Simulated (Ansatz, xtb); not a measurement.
C5H7BS: which of two isomers lies lower

Structure a is `Bc1cc(C)cs1`, a singlet and structure b is `Bc1cscc1C`, a singlet. Both are isolated molecules in the gas phase, relaxed with B3LYP/def2-SVP; the shapes shown needn't be the lowest conformers.

a (Å):

```xyz
14

C    -0.6046    0.3382   -0.6205
C     0.1765    0.5351    0.5170
C     1.0527   -0.5356    0.8384
C     1.9892   -0.5510    2.0164
C     0.9260   -1.5648   -0.0827
B    -1.6352    1.2649   -1.2449
S    -0.2294   -1.2317   -1.3039
H    -2.2371    0.9498   -2.2424
H    -1.8514    2.3350   -0.7287
H     0.1059    1.4527    1.1061
H     2.7054    0.2861    1.9689
H     2.5675   -1.4855    2.0596
H     1.4384   -0.4521    2.9666
H     1.4755   -2.5071   -0.0814
```

b (Å):

```xyz
14

C    -0.0022    0.6010    0.1716
C     0.0232    1.7596    0.9411
C     1.4312   -0.0148    1.9257
C     0.8327   -0.4333    0.7668
C     1.0196   -1.8057    0.1807
B    -0.8266    0.5171   -1.1151
S     1.0117    1.6248    2.3336
H    -0.8521   -0.4855   -1.7876
H    -1.4709    1.4740   -1.4745
H    -0.5075    2.6892    0.7344
H     2.1025   -0.5781    2.5734
H     1.4422   -1.7522   -0.8357
H     0.0587   -2.3389    0.0972
H     1.6946   -2.4158    0.7984
```

Quicker runs give these differences E(b) − E(a): GFN2-xTB +9.0 kJ/mol; HF/STO-3G +7.5 kJ/mol (at GFN2-xTB geometries); r2SCAN-D4/def2-SVP +17.5 kJ/mol (at GFN2-xTB geometries).

Question: Estimate E(b) − E(a) at the level CCSD(T)/def2-SVP + ΔMP2/def2-TZVPP.

Answer: Calculated at CCSD(T)/def2-SVP + ΔMP2/def2-TZVPP: E(b) − E(a) = +13.6 kJ/mol, so structure a lies lower.

Level by level:

```csv
level,geometry,E(b) − E(a) (kJ/mol),departure from the last row (kJ/mol),"job, with rough time for the two"
GFN2-xTB,GFN2-xTB,+9.0,−4.5,"optimisation, 0.18 s"
HF/STO-3G,GFN2-xTB,+7.5,−6.0,"single point, 0.4 s"
r2SCAN-D4/def2-SVP,GFN2-xTB,+17.5,+4.0,"single point, 3.2 s"
B3LYP/def2-SVP,B3LYP/def2-SVP,+16.8,+3.2,"optimisation, 41 s"
HF/def2-SVP,B3LYP/def2-SVP,+11.9,−1.6,part of the CCSD(T) run
MP2/def2-SVP,B3LYP/def2-SVP,+16.4,+2.9,part of the CCSD(T) run
CCSD(T)/def2-SVP,B3LYP/def2-SVP,+13.3,−0.3,single point
CCSD(T)/def2-SVP + ΔMP2/def2-TZVPP,B3LYP/def2-SVP,+13.6,,"single point, 41 s"
```

As drawn, both hold the same kinds of bond in the same numbers.

None of the levels shown reverses the order. The largest departure from CCSD(T)/def2-SVP + ΔMP2/def2-TZVPP is that of HF/STO-3G, 6.0 kJ/mol. The last row adds to CCSD(T) the change of the MP2 difference between the two basis sets, here +0.3 kJ/mol.

With thermal terms from frequencies at re-optimised GFN2-xTB minima (ideal gas, soft modes damped towards free rotors, one conformer each, 298.15 K, 1 atm): the zero-point term adds +0.2 kJ/mol; ΔH is +13.5 and ΔG +14.7 kJ/mol.

The correlated steps freeze 11 core orbitals. Codes used: Ansatz 0.2.0, xtb 6.7.1; the last row on 2 threads of Intel(R) Xeon(R) 6975P-C (Granite Rapids) on a shared host.
